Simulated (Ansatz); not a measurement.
Two isomers of CH3AlF2Si: A = `F[C@@H]1[AlH][Si@@H]1F`, B = `F[Si]1(F)[CH2][AlH]1`.

Program: Ansatz. Geometries: PBE0-D4/def2-TZVP. ΔE: electronic, gas phase. CBS: MP2 limit from def2 TZ/QZ plus the TZ coupled-cluster correction, frozen cores. Functionals use def2-TZVPP. B3LYP here is the variant with VWN-RPA as its local correlation; programs differ in this.

Question: Which is lower in electronic energy at CCSD(T)/CBS, and by how much? (Estimate.)

Answer: Computed: B, by 65.4 kcal/mol.

Question: Give E(B) − E(A) in kcal/mol with B3LYP, PBE0-D4, CCSD/def2-TZVPP, BLYP-D4, PBE-D4, CCSD(T)/def2-TZVPP, B2PLYP. (Best estimate.)

Answer: Computed: B3LYP -62.1, PBE0-D4 -61.3, CCSD/def2-TZVPP -65.5, BLYP-D4 -60.0, PBE-D4 -58.4, CCSD(T)/def2-TZVPP -64.8, B2PLYP -64.3. None reverses the order clearly.

Question: Does the order hold for the free energy at 298.15 K (harmonic terms from PBE0-D4)? (Best estimate.)

Answer: Computed: Yes: G(B) − G(A) = -64.2 kcal/mol.

Largest T1 diagnostic: 0.014.

From r2SCAN to r2SCAN0 (25 % exact exchange), in def2-TZVPP and without D4, E(B) − E(A) moves by −1.6 kcal/mol. At CCSD(T), def2-SVP lies +6.4 kcal/mol from the extrapolated value and def2-TZVPP +0.6 kcal/mol.
